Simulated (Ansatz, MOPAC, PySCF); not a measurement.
Series Al-XY, Y = chloro, computed as singlets and as triplets. Gas-phase values, no solvent. One relaxed conformer stands for each flexible species; it need not be the lowest. Strings in code marks are SMILES.

Quantity: adiabatic spin-state energy, in kJ/mol. HF references are unrestricted for open shells and restricted for singlets. The restricted reference of `[Cl][Al-][Cl]`, `[OH][Al-][Cl]`, `[NH2][Al-][Cl]`, `[SiH3][Al-][Cl]`, `N#[C][Al-][Cl]`, `O=[CH][Al-][Cl]`, `[C-]#[N+][Al-][Cl]` and `[AlH-][Cl]` is unstable towards unrestricted orbitals. Semi-empirical values (MOPAC) are differences of heats of formation. Levels without diffuse functions put anions too high.

Level 1: frozen-core CCSD(T)/aug-cc-pVDZ // PBE0-D3(BJ)/def2-TZVPD (Ansatz, a program for electronic structure)
Level 2: PBE-D3(BJ)/def2-TZVPD // PBE0-D3(BJ)/def2-TZVPD (PySCF)
Level 3: HF/6-31G* // PBE0-D3(BJ)/def2-TZVPD (PySCF)
Level 4: PM7 // PBE0-D3(BJ)/def2-TZVPD (MOPAC)

```
species                                                    level 1  level 2  level 3  level 4
---------------------------------------------------------  -------  -------  -------  -------
`[C-]#[N+][Al-][Cl]`: multiplicity 3 minus multiplicity 1    171.3    151.6    107.6        ?
`O=[CH][Al-][Cl]`: multiplicity 3 minus multiplicity 1        92.6     46.7     54.3   -117.2
`[SiH3][Al-][Cl]`: multiplicity 3 minus multiplicity 1       101.6        ?        ?   -188.1
`[NH2][Al-][Cl]`: multiplicity 3 minus multiplicity 1            ?    174.0    116.4    -61.2
`[AlH-][Cl]`: multiplicity 3 minus multiplicity 1            108.5        ?     53.6        ?
`N#[C][Al-][Cl]`: multiplicity 3 minus multiplicity 1        140.6    119.8     76.5        ?
`[Cl][Al-][Cl]`: multiplicity 3 minus multiplicity 1         186.9    176.6    120.9   -13.85
`[OH][Al-][Cl]`: multiplicity 3 minus multiplicity 1         193.0    185.6    136.5        ?
```

Question: Fill in the missing entries.

Answer: 
- `[C-]#[N+][Al-][Cl]`: multiplicity 3 minus multiplicity 1, level 4: -34.32
- `[SiH3][Al-][Cl]`: multiplicity 3 minus multiplicity 1, level 2: 89.2
- `[SiH3][Al-][Cl]`: multiplicity 3 minus multiplicity 1, level 3: 40.51
- `[NH2][Al-][Cl]`: multiplicity 3 minus multiplicity 1, level 1: 179.1
- `[AlH-][Cl]`: multiplicity 3 minus multiplicity 1, level 2: 101.5
- `[AlH-][Cl]`: multiplicity 3 minus multiplicity 1, level 4: -229.8
- `N#[C][Al-][Cl]`: multiplicity 3 minus multiplicity 1, level 4: 40.18
- `[OH][Al-][Cl]`: multiplicity 3 minus multiplicity 1, level 4: -31.19
